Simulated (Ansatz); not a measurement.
System: C3Si, net charge 0, singlet state. 
Coordinates optimised at B3LYP-D3(BJ)/def2-TZVP (Ansatz, a quantum-chemistry and plane-wave program):
SMILES: [c+]12[si-2][c+]1[C]2
```xyz
4

Si    -1.1780     0.0195     0.0025
C      0.5192     0.7250     0.0011
C      0.4949    -0.7417    -0.0032
C      1.7345    -0.0287    -0.0036
```
Charge 0, spin multiplicity 1.

Property: vertical ionisation energy (to the doublet state of charge +1; each state is the SCF solution reached for its spin; for the singlet the Hartree-Fock reference is unstable and T1 is 0.016), in eV. Cores are frozen in the correlated levels unless marked. Open shells are spin-unrestricted. Spin-orbit coupling is left out. Non-relativistic. Basis-set limits of correlation are two-point, X^-3; Hartree-Fock from the larger set. [CCSD(T)-MP2]/basis is that difference in the basis named.

| level | program | vertical ionisation energy (eV) |
|---|---|---|
| HF/aug-cc-pV(T+d)Z | Ansatz | 8.30 |

**Question.** What does RI-MP2/CBS(aug-cc-pV(T+d)Z,aug-cc-pV(Q+d)Z)+[CCSD(T)-MP2]/aug-cc-pV(T+d)Z (Ansatz) give?

**Answer.** 9.22 eV, so HF/aug-cc-pV(T+d)Z differs from it by -0.92 eV.
